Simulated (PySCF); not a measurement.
Ge(H)3(OSiH3) (GeH₆OSi), SMILES [SiH3][O][GeH3]. The structure is a stationary point at PBE-D3(BJ)/def2-SVP. The structure was generated by enumeration, and PubChem lists no compound with its InChIKey, so it may never have been made.

**Question.** Give the equilibrium geometry at PBE-D3(BJ)/def2-SVP (PySCF confirms it by a frequency run) as bond lengths and angles. (An estimate is asked for; the answer gives what the named calculation found.)

**Answer.** 
Atoms: Ge1 O2 Si3 H4 H5 H6 H7 H8 H9. Bond lengths (Å): Ge1–O2 1.801, Ge1–H4 1.546, Ge1–H5 1.553, Ge1–H6 1.553, O2–Si3 1.674, Si3–H7 1.509, Si3–H8 1.501, Si3–H9 1.509. Bond angles (°): O2–Ge1–H4 105.1, O2–Ge1–H5 108.8, O2–Ge1–H6 108.8, H4–Ge1–H5 111.7, H4–Ge1–H6 111.7, H5–Ge1–H6 110.7, Ge1–O2–Si3 131.8, O2–Si3–H7 111.3, O2–Si3–H8 107.6, O2–Si3–H9 111.4, H7–Si3–H8 109.3, H7–Si3–H9 107.9, H8–Si3–H9 109.3.
